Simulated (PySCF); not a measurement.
**B2PLYP on Fe¹²⁺ (iron, charge +12)**

Configuration: [Ne] 3s2 3p2, high-spin 3P determinant. All numbers are calculated (PySCF 2.14, scalar relativity by spin-free X2C-1e, in an uncontracted even-tempered set (19 s from 0.69 bohr⁻², ratio 2.5; 12 p from 0.9 bohr⁻², ratio 2.5; 5 d from 5 bohr⁻², ratio 2.7; 4 f from 7.5 bohr⁻², ratio 2.7)).

| Quantity | Value |
| --- | --- |
| Total energy, PT2 part included | -1210.970 hartree |
| One-electron energy | -1481.694 hartree |
| Hartree (Coulomb) energy | 316.569 hartree |
| Exchange-correlation energy | -45.718 hartree |
| PT2 correlation before scaling by 0.27 | -0.46667 hartree |
| ⟨S²⟩ | 2.0017 |
| ⟨L²⟩ | 2.005 |
| Sum of ⟨r⟩ | 4.851 bohr |
| Sum of ⟨r²⟩ | 2.829 bohr² |
| Traceless quadrupole moment −½Σ⟨3z² − r²⟩ along its main axis | 0.223 e·bohr² |

```csv
shell,electrons,mean orbital energy (hartree),spread (hartree),"rms radius, mean of both spins (bohr)"
1s α,1,-273.58446,0,0.0675
1s β,1,-273.50076,0,0.0675
2s α,1,-43.92878,0,0.286
2s β,1,-43.86590,0,0.286
2p α,3,-39.29925,0.02098,0.258
2p β,3,-39.18893,0.09118,0.258
3s α,1,-14.34761,0,0.751
3s β,1,-13.94230,0,0.751
3p α,2,-12.94347,0,0.752
```

Densities and radii are taken from the X2C orbitals without a picture-change correction, which distorts them close to the nucleus.

The orbital energies are those of the SCF part of the double hybrid.
